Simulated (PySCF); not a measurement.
AsH4Si, multiplicity 2. Atoms are numbered in the order given.

```xyz
6

Si     0.0007    -1.5431     0.0000
As    -0.0456     0.8156     0.0000
H      0.7022    -2.0528     1.2091
H     -1.3936    -2.0562     0.0000
H      0.7022    -2.0528    -1.2091
H      1.4823     0.8500     0.0000
```
Charge 0, spin multiplicity 2.

Coordinates come from a PBE0-D3(BJ)/def2-TZVP optimisation. The isomer is the one that the SMILES or the coordinates give; other isomers of the formula were not compared.

These are CAM-B3LYP/def2-TZVPD (PySCF) values and carry that method's errors.

Mulliken values depend strongly on the basis, most of all with diffuse functions as here. ESP charges are fitted to the potential on shells at 1.4 to 2.0 van der Waals radii. Atomic charges (e):

| atom | meta-Löwdin | ESP fit | Mulliken spin |
|---|---|---|---|
| Si1 | 0.35 | 0.31 | -0.02 |
| As2 | -0.08 | -0.11 | 1.02 |
| H3 | -0.09 | -0.08 | 0.02 |
| H4 | -0.09 | -0.07 | 0.00 |
| H5 | -0.09 | -0.08 | 0.02 |
| H6 | 0.00 | 0.04 | -0.03 |
